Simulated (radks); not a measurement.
Values are calculated unless marked as measured or tabulated.
Valence configurations of Ne2+ (all share [He]). Level of theory: Dirac Kohn-Sham, PBEsol, spin-unpolarised, spherical densities, finite nucleus; open shells are shared between the two j in proportion to 2j + 1; Fermi nuclear charge, rms radius 3.0055 fm (a radial shooting solver on a logarithmic mesh with Libxc functionals). Energies are relative to 2s2 2p4; eigenvalues in eV.

| valence | E (eV) | e(2p1/2) | e(2p3/2) | e(2s1/2) |
|---|---|---|---|---|
| 2s2 2p4 | 0.000 | -54.785 | -54.650 | -77.865 |
| 2s1 2p5 | 23.221 | -54.529 | -54.396 | -77.712 |
| 2s0.5 2p5.5 | 34.869 | -54.418 | -54.285 | -77.650 |
| 2p6 | 46.542 | -54.316 | -54.184 | - |
| 2s1.5 2p4.5 | 11.598 | -54.652 | -54.518 | -77.783 |

NIST lists [He] 2s2 2p4 as the ground configuration; this level of theory agrees among the configurations tried. The energies are those of spherical spin-averaged densities, not of single terms.
